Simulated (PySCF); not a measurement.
Electronic structure of Fe (iron, neutral) at the UHF level

Configuration: [Ar] 3d8, high-spin 3F determinant (an excited configuration). Calculation: PySCF 2.14, in aug-cc-pVQZ-DK; the spin-free X2C one-electron Hamiltonian (Gaussian nucleus).

| Quantity | Value |
| --- | --- |
| Total energy | -1271.060794 hartree |
| One-electron energy | -1763.5042 hartree |
| Hartree (Coulomb) energy | 547.5086 hartree |
| Exchange energy | -55.0651 hartree |
| ⟨S²⟩ | 2.0754 |
| ⟨L²⟩ | 12.045 |
| Sum of ⟨r⟩ | 19.98 bohr |
| Sum of ⟨r²⟩ | 30.27 bohr² |
| Langevin diamagnetic susceptibility | -24.0 ×10⁻⁶ cm³/mol |

```
shell  electrons  mean orbital energy (hartree)  spread (hartree)  rms radius, mean of both spins (bohr)
 1s α          1                     -263.38315                 0                                 0.0675
 1s β          1                     -263.38286                 0                                 0.0675
 2s α          1                      -32.13750                 0                                  0.288
 2s β          1                      -32.07653                 0                                  0.288
 2p α          3                      -27.21195                 0                                  0.260
 2p β          3                      -27.15124                 0                                  0.260
 3s α          1                       -4.01473                 0                                  0.880
 3s β          1                       -3.82806                 0                                  0.880
 3p α          3                       -2.56725                 0                                  0.952
 3p β          3                       -2.34147                 0                                  0.952
 3d α          5                       -0.29588           0.04512                                   1.68
 3d β          3                       -0.16647                 0                                   1.68
```

⟨S²⟩ = 2.08 against 2.00 shows spin contamination.

Densities and radii are taken from the X2C orbitals without a picture-change correction, which distorts them close to the nucleus.

Spin-orbit constants ζ (cm⁻¹) from the X2C one-electron operator on these orbitals: bare nucleus, nucleus screened by l(l+1)(2l+1)/3 electrons, and screened by the Breit-Pauli mean field of the electrons.

```
shell   bare  screened nucleus  mean field
   2p  70860             65410         n/a
   3p   8289              7651         n/a
   3d  647.1             398.2         n/a
```

To first order the Landé constant is A = -199.1 cm⁻¹, so the lowest level has J = 4 and lies 0.0741 eV below the centre of the term. This holds in LS coupling only.
